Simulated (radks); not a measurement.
Results of a calculation; reference values are marked as such.
Initial-state core-level shifts of neutral neodymium when its valence configuration changes from [Xe] 4f4 6s2. Code: a radial shooting solver on a logarithmic mesh with Libxc functionals. Model: Dirac Kohn-Sham, LDA (Slater exchange, Perdew-Wang correlation), spin-unpolarised, spherical densities, point nucleus; open shells are shared between the two j in proportion to 2j + 1. Shifts are changes of the shell-averaged eigenvalues in eV (positive: less bound).

| valence | 3s | 3p | 3d | 5p |
|---|---|---|---|---|
| 4f4 6s1 6p1 | -1.169 | -1.169 | -1.171 | -1.219 |
| 4f3 6s2 6p1 | -10.595 | -10.573 | -10.497 | -5.540 |
| 4f3 6p3 | -12.788 | -12.765 | -12.691 | -7.634 |
| 4f2 5d1 6s2 6p1 | -19.954 | -19.900 | -19.707 | -8.295 |
| 4f5 6s1 | +2.547 | +2.538 | +2.506 | +0.662 |
| 4f4 5d0.5 6s1.5 | +0.567 | +0.568 | +0.573 | +0.617 |
| 4f4 5d1 6s1 | +1.000 | +1.001 | +1.011 | +1.111 |
| 4f3 5d1 6s2 | -7.434 | -7.411 | -7.322 | -2.596 |
